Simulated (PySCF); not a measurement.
**Computed NMR parameters against published values**

Mapped SMILES: `[O:1]=[S:2](=[O:3])([Cl:4])[c:5]1[cH:6][cH:7][cH:8][s:9]1`. Each H is labelled by its parent atom.

PySCF 2.14.0 with density-fitted response routines calculation with structure optimised with GFN2-xTB and PBE0/pcSseg-1 with gauge-including orbitals; non-relativistic Hamiltonian, equivalent nuclei averaged, gas phase, one computed conformer.

Reference values: estimated from measurements, as parent shift plus tabulated substituent increment (solution, not stated per compound (mostly CDCl3 or CCl4); Pretsch, Buehlmann, Badertscher, Structure Determination of Organic Compounds, 4th ed. (2009)).
```json
{"atoms": "H(C6)", "quantity": "δ $^{1}$H", "reference": "7.69", "computed": "7.77", "computed, scaled": "7.42"}
{"atoms": "H(C8)", "quantity": "δ $^{1}$H", "reference": "7.65", "computed": "7.64", "computed, scaled": "7.30"}
{"atoms": "H(C7)", "quantity": "δ $^{1}$H", "reference": "7.02", "computed": "7.29", "computed, scaled": "6.97"}
```

Computed shifts are σ(ref) − σ with the named reference compound (TMS for H and C) calculated as an isolated molecule at the same level. The measured values may be among those fitted. Expected solution values come from regression of measured δ (H and C: mostly CDCl3, vs TMS) on computed σ: $^{1}$H: δ = 30.01 − 0.943σ (rms 0.17 ppm, 504 shifts, 0.18 ppm with the 4 outliers that the fit left out). Occasional misses reach two or three times the rms, and more in compound classes unlike the fitted ones.

Question: How far are the unscaled $^{1}$H shifts from the references?

Answer: Mean signed difference +0.11 ppm, mean absolute 0.12 ppm over 3 comparisons; the largest is +0.27 ppm at H(C7) (hydrogen on an aromatic CH).
